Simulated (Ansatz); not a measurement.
Species: C7H18Si, SMILES `CCC([SiH3])(CC)CC` (charge 0, multiplicity 1).

### Question
Give a relaxed geometry from PBE0-D3(BJ)/def2-SVP run with Ansatz (an electronic-structure program).

### Answer
Several could match; the one computed here: the end point of this relaxation, one of several conformers (outside a Z-matrix the atoms follow the SMILES, hydrogens last).
Cartesian coordinates (Å) in one orientation:
```xyz
26

C     -1.607     2.050    -0.227
C     -0.469     1.250    -0.848
C     -0.027    -0.025    -0.101
Si     0.460     0.420     1.700
C      1.184    -0.647    -0.826
C      2.460     0.181    -0.866
C     -1.190    -1.038    -0.088
C     -0.965    -2.332     0.682
H     -1.353     2.407     0.785
H     -1.830     2.939    -0.835
H     -2.537     1.468    -0.147
H      0.400     1.919    -0.960
H     -0.752     0.953    -1.876
H      1.137     1.754     1.762
H      1.399    -0.597     2.271
H     -0.746     0.477     2.586
H      0.868    -0.880    -1.862
H      1.418    -1.619    -0.362
H      2.839     0.401     0.146
H      2.323     1.143    -1.382
H      3.257    -0.362    -1.396
H     -2.088    -0.547     0.321
H     -1.435    -1.278    -1.141
H     -1.859    -2.971     0.632
H     -0.761    -2.145     1.749
H     -0.123    -2.918     0.284
```
